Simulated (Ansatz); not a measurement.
Cost and result for the atomization energy of CH3BN2S, SMILES `NB1N=CS1` (8 atoms, 8 bonds).

The species carries charge 0 and has multiplicity 1. The structure was optimised at the PBE0-D4/def2-TZVP level. It is one conformer, not always the lowest. Program: Ansatz. All runs use 2 threads of an Arm Neoverse V1 on a shared host. Times are those of one run each, without the atoms' runs, and a repeat can differ threefold. Electronic energies, without spin–orbit coupling; frozen cores. CCSD(T)/CBS adds CCSD(T) − MP2 in def2-TZVPP to the MP2 limit, and its time is that of the two runs behind it. T1 = 0.015. B3LYP takes the VWN-RPA correlation (the form of Gaussian; ORCA's B3LYP/G).

CCSD(T)/CBS is a level of theory with its own doubt, some kJ/mol a heavy atom from the limit and from the frozen cores, so smaller differences don't rank the functionals.

```tsv
level	functions	wall time	atomization (kcal/mol)	difference from CCSD(T)/CBS	per bond
PBE-D4/def2-TZVPP (with forces)	208	3.2 s	816.0	42.5	5.3
PBE0-D4/def2-TZVPP	208	3.8 s	789.6	16.1	2.0
BHLYP-D4/def2-TZVPP	208	3.9 s	745.7	-27.8	-3.5
CCSD(T)/def2-SVP	89	4.4 s	723.7	-49.8	-6.2
B3LYP-D4/def2-TZVPP (with forces)	208	6 s	781.8	8.3	1.0
r2SCANh-D4/def2-TZVPP	208	7 s	773.9	0.4	0.1
B2PLYP/def2-TZVPP	208	7 s	771.8	-1.7	-0.2
PBE-QIDH/def2-TZVPP	208	7.5 s	774.7	1.2	0.1
ωB97X-V/def2-TZVPP	208	11 s	783.1	9.6	1.2
B97M-V/def2-TZVPP	208	13 s	785.1	11.6	1.4
MP2/def2-QZVPP	388	25 s	788.1	14.6	1.8
CCSD(T)/def2-TZVPP	208	110 s	747.0	-26.5	-3.3
CCSD(T)/CBS(def2)	–	2.2 min	773.5	0.0	0.0
```

In def2-TZVPP, CCSD(T) changes the Hartree–Fock value by +230.0 kcal/mol (the triples alone add +19.2 kcal/mol) and MP2 by +255.4 kcal/mol; breaking electron pairs costs correlation energy, which Hartree–Fock lacks. From PBE to PBE0 (25 % exact exchange), in def2-TZVPP and without D4, the atomization energy moves by −25.8 kcal/mol: exact exchange takes away binding that semilocal exchange gives to molecules. At CCSD(T), def2-SVP lies −49.8 kcal/mol from the extrapolated value and def2-TZVPP −26.5 kcal/mol: correlation converges slowly with the basis, and small sets miss more of it in the bonded molecule than in its fragments.
